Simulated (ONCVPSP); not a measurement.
Reading a pseudo-wave (titanium)

Columns: radius, all-electron u(r) and pseudo u(r) of the 3s shell (level -63.33 eV) of titanium in the configuration [Ne] 3s2 3p6 3d2 4s1.5 4p0.5; PW91, scalar-relativistic, ONCV scheme, ONCVPSP 4.0.1.

| r (bohr) | all-electron | pseudo |
| --- | --- | --- |
| 0.115 | -0.1849 | 0.1813 |
| 0.230 | -0.5798 | 0.3618 |
| 0.345 | -0.2517 | 0.5378 |
| 0.460 | 0.2725 | 0.7016 |
| 0.575 | 0.7078 | 0.8422 |
| 0.690 | 0.9786 | 0.9478 |
| 0.805 | 1.0971 | 1.0090 |
| 0.920 | 1.1041 | 1.0219 |
| 1.035 | 1.0408 | 0.9882 |
| 1.150 | 0.9398 | 0.9160 |
| 1.265 | 0.8237 | 0.8173 |
| 1.380 | 0.7065 | 0.7060 |
| 1.495 | 0.5963 | 0.5962 |
| 1.610 | 0.4971 | 0.4970 |
| 1.725 | 0.4104 | 0.4104 |
| 1.840 | 0.3363 | 0.3362 |
| 1.955 | 0.2738 | 0.2738 |
| 2.070 | 0.2219 | 0.2218 |
| 2.185 | 0.1790 | 0.1790 |
| 2.300 | 0.1440 | 0.1440 |
| 2.415 | 0.1155 | 0.1155 |
| 2.530 | 0.0925 | 0.0924 |
| 2.645 | 0.0739 | 0.0738 |
| 2.760 | 0.0589 | 0.0589 |
| 2.875 | 0.0469 | 0.0469 |
| 2.990 | 0.0373 | 0.0373 |

Problem. How many radial nodes do the two functions have?

Solution. The all-electron 3s function has n − l − 1 = 2 (the table is too coarse to show those close to the nucleus); the pseudo-wave has 0, since the states of the same l below it are removed with the core.

Problem. At about which radius was the pseudo-wave matched?

Solution. 1.45 bohr, where the columns begin to agree (steps of 0.12 bohr).

Problem. Where does each function peak?

Solution. Outermost all-electron maximum near 0.92 bohr, pseudo maximum near 0.92 bohr (to the table’s step).

Problem. Is the pseudo-wave norm-conserving?

Solution. Yes: the ONCV scheme keeps the norm inside the radius equal to the all-electron one, which fixes the energy derivative of the logarithmic derivative at the level.
